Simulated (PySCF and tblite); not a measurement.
Results of a calculation; reference values are marked as such.
Conformers and averaged properties: C6H12O, numbered as in [CH3:1][C@H:2]1[CH2:3][CH2:4][CH2:5][CH2:6][O:7]1

Search: ETKDG and KDG, MMFF94s, GFN2-xTB, 90 starts; geometries at PBE0-D3(BJ)/def2-SVP. Weights use PBE0-D3(BJ)/def2-TZVP energies plus GFN2-xTB zero-point and thermal terms (modes under about 100 cm⁻¹ blended into free rotors). Symmetry numbers and mirror images are counted. Conformers within 4 kcal/mol (GFN2-xTB free energy) were kept, 5 at most. GIAO shieldings: PBE0/pcSseg-1. Shifts are against TMS (¹H), TMS (¹³C) at the same level; of two unlike H on one atom, a is the less shielded. Programs: PySCF with density fitting and tblite.

The 6-ring runs over atoms 2–3–4–5–6–7.

```json
{"conformer": "1", "shape": "6-ring chair (all substituents equatorial)", "symmetry": "C1", "E(GFN2) kcal/mol": "0.00", "E(DFT) kcal/mol": "0.00", "G(298.15 K) kcal/mol": "0.00", "weight %": "99.5", "dipole D": "1.29"}
{"conformer": "2", "shape": "6-ring chair (C1 axial)", "symmetry": "C1", "E(GFN2) kcal/mol": "1.18", "E(DFT) kcal/mol": "2.83", "G(298.15 K) kcal/mol": "3.16", "weight %": "0.5", "dipole D": "1.35"}
```

Weights (%) against temperature:

```
 T (K)      1    2  S(mix) cal/mol/K
   180  100.0  0.0              0.00
   230   99.9  0.1              0.02
298.15   99.5  0.5              0.06
   330   99.2  0.8              0.09
   400   98.3  1.7              0.17
```

Averaged shifts at 298.15 K. ¹H: 3.89 (H6a, 1H), 3.27 (H6b, 1H), 2.98 (H2, 1H), 1.68 (H4a, 1H), 1.42 (H5a, 1H), 1.31 (H4b, 1H), 1.19 (H3a, 1H), 1.11 (H1, 3H), 1.11 (H5b, 1H), 1.02 (H3b, 1H) ppm. ¹³C: 74.2 (C2), 69.4 (C6), 35.3 (C3), 28.1 (C5), 26.1 (C4), 23.9 (C1) ppm.

Coordinates of conformer 1 (Å):

```xyz
19

C     2.394    0.033   -0.430
C     1.004   -0.051    0.159
C     0.126    1.147   -0.190
C    -1.291    0.955    0.339
C    -1.837   -0.395   -0.112
C    -0.849   -1.497    0.234
O     0.421   -1.249   -0.308
H     2.982   -0.852   -0.150
H     2.917    0.933   -0.074
H     2.337    0.071   -1.529
H     1.083   -0.106    1.269
H     0.106    1.248   -1.289
H     0.578    2.069    0.213
H    -1.274    0.989    1.444
H    -1.947    1.777    0.011
H    -2.815   -0.606    0.351
H    -1.989   -0.388   -1.205
H    -0.778   -1.599    1.339
H    -1.178   -2.469   -0.165
```

Coordinates of conformer 2 (Å):

```xyz
19

C     1.129    1.553    0.672
C     1.233    0.185    0.009
C     0.559   -0.935    0.806
C    -0.962   -0.868    0.701
C    -1.373   -0.805   -0.766
C    -0.631    0.323   -1.466
O     0.761    0.202   -1.326
H     1.558    2.321    0.012
H     1.688    1.561    1.620
H     0.092    1.840    0.899
H     2.304   -0.056   -0.090
H     0.889   -0.897    1.857
H     0.903   -1.900    0.396
H    -1.420   -1.736    1.201
H    -1.341    0.025    1.228
H    -1.118   -1.757   -1.262
H    -2.461   -0.663   -0.873
H    -0.831    0.317   -2.548
H    -0.988    1.300   -1.078
```

Shifts are unscaled: against experiment ¹³C can be off by 15 ppm or more and ¹H by 0.8 ppm.

Search and properties took 72 s on 1 thread of AMD EPYC 9B45, shared host (rough), launched as `OMP_NUM_THREADS=1 python ens_run.py task.json out`.
